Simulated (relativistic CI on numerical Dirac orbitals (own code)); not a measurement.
**One change at a time: Cd XVI**

Base calculation: Dirac-Coulomb-Breit CI, orbitals from a KLI potential per configuration, model QED (radiative potential, 1s self-energy scaled to tabulated hydrogen-like ionisation energies), unscaled Slater integrals.

CI space (outside the closed core [Ar] 3d10): 4s2 4p3, 4s 4p4, 4p5, 4s2 4p2 4d, 4s 4p3 4d, 4s2 4p2 4f, 4s 4p3 4f, 4p4 4d, 4s 4p2 4d2, 4s2 4p2 5s, 4s2 4p 4d 4f, 4p4 4f, 4s2 4p2 5p, 4p4 5s, 4s 4p3 5s, 4s 4p2 4d 5s, 4s2 4p2 5d, 4s 4p3 5p, 4s2 4p 4f 5s, 4p3 4d 4f, 4s2 4p2 5f, 4s2 4p2 6s, 4s 4p2 4f2, 4s2 4p2 5g, 4s 4p3 5d, 4s2 4p2 6p, 4s 4p2 5s2, 4s2 4p 4d2, 4s2 4d3, 4s 4p 4d3, 4s2 4d2 4f, 4s 4p 4d2 4f, 4s2 4d2 5s, 4p3 4d2, 4p2 4d3, 4p2 4d2 4f, 4p2 4d2 5s, 4s2 4p 4f2, 4s2 4d 4f2, 4s 4p 4d 4f2, 4s2 4f3, 4s 4p 4f3, 4s2 4f2 5s, 4p3 4f2, 4p2 4d 4f2, 4p2 4f3, 4p2 4f2 5s, 4s2 4p 4d 5s, 4s 4p 4d2 5s, 4s2 4d 4f 5s, 4s 4p 4d 4f 5s, 4s2 4d 5s2, 4s 4p2 4d 4f, 4s2 4p 5s2, 4s 4p 4d 5s2, 4s2 4f 5s2, 4s 4p 4f 5s2, 4p3 4d 5s, 4p2 4d 4f 5s, 4p2 4d 5s2, 4s 4p2 4f 5s, 4s 4p 4f2 5s. Double excitations out of closed p, d and f shells are left out; levels of such configurations are missing from the list, as are those of other unlisted configurations, and high levels can miss mixing partners. These lack a partner that the ground configuration has and come out too high: 4s2 4p2 5p, 4s2 4p2 5d, 4s 4p3 5p, 4s2 4p2 5f, 4s2 4p2 6s.

The lowest level and the first level of each name with at least 55 % of one term (blank where a level has no safe partner in the second run):

```tsv
Level	Base (cm⁻¹)	Shift (cm⁻¹)
4s2 4p3 4S°_3/2	0	0
4s2 4p3 2D°_3/2	51104	-14
4s2 4p3 2D°_5/2	69226	-22
4s2 4p3 2P°_1/2	96929	-11
4s2 4p3 2P°_3/2	143274	-19
4s 4p4 4P_5/2	347955	-4
4s 4p4 4P_3/2	383848	-8
4s 4p4 4P_1/2	389992	-5
4s 4p4 2D_3/2	433401	-22
4s 4p4 2D_5/2	449079	-21
4s2 4p2 4d 4F_3/2	525945	-86
4s2 4p2 4d 2F_5/2	565173	-84
4s2 4p2 4d 4F_7/2	572030	-77
4s2 4p2 4d 4D_1/2	577604	-63
```

At this charge energies of transitions that change n are usually good to better than 1 %, and those within a shell (Δn = 0) to a few per cent.

(1) One thing was changed in a second run, which moved the levels as shown. Which?
A. configuration mixing switched off
B. QED terms removed
C. non-relativistic limit
D. one mean potential for all configurations
E. Breit term removed

Results:

(1) D. One mean potential for all configurations. One potential for all configurations removes the relaxation of the orbitals, which moves whole configurations and changes the integrals a little.

LS names give the leading component of a level, which can be under half, so a name can repeat, a term be missing and a line seem to break the LS rules.
